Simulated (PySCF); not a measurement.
SiBr₂, SMILES Br[Si]Br (connectivity only; charge and spin as stated), neutral, multiplicity 1. Atoms are numbered in the order given.

```xyz
3

Si     0.0000     0.0000     1.1854
Br     0.0000     1.7683    -0.2371
Br     0.0000    -1.7683    -0.2371
```

The structure is a stationary point at B3LYP-D3(BJ)/def2-TZVP. The isomer is the one that the SMILES or the coordinates give; other isomers of the formula were not compared.

The numbers are results of TDDFT-PBE/def2-SVPD run with PySCF, not measurements.

Vertical excitations. Isolated molecule, no solvent. State labels are in the subgroup C2v.

```
state  symmetry  energy (eV)  λ (nm)      f                            main pairs
-----  --------  -----------  ------  -----  ------------------------------------
S1           B1         3.18     390  0.008                        HOMO→LUMO 98 %
S2           A2         3.39     366  0.000                     HOMO−1→LUMO 100 %
S3           B2         4.27     290  0.040                      HOMO−2→LUMO 93 %
S4           B1         4.74     262  0.006                      HOMO−4→LUMO 97 %
S5           A1         5.03     246  0.002    HOMO−3→LUMO 83 %, HOMO→LUMO+1 14 %
S6           A1         5.59     222  0.105                      HOMO→LUMO+1 76 %
S7           A2         5.80     214  0.000                     HOMO−5→LUMO 100 %
S8           B2         5.85     212  0.033  HOMO→LUMO+2 50 %, HOMO−1→LUMO+1 47 %
S9           A1         6.11     203  0.059                    HOMO−1→LUMO+2 89 %
S10          A2         6.29     197  0.000                    HOMO−2→LUMO+1 99 %
T1           B1         2.12     586      0                        HOMO→LUMO 98 %
T2           A2         3.25     381      0                     HOMO−1→LUMO 100 %
T3           B2         3.57     347      0                     HOMO−2→LUMO 100 %
T4           A1         4.06     305      0                      HOMO−3→LUMO 99 %
```
Triplets are in the Tamm–Dancoff approximation, which puts them higher than full response would, so one can lie above its singlet here.
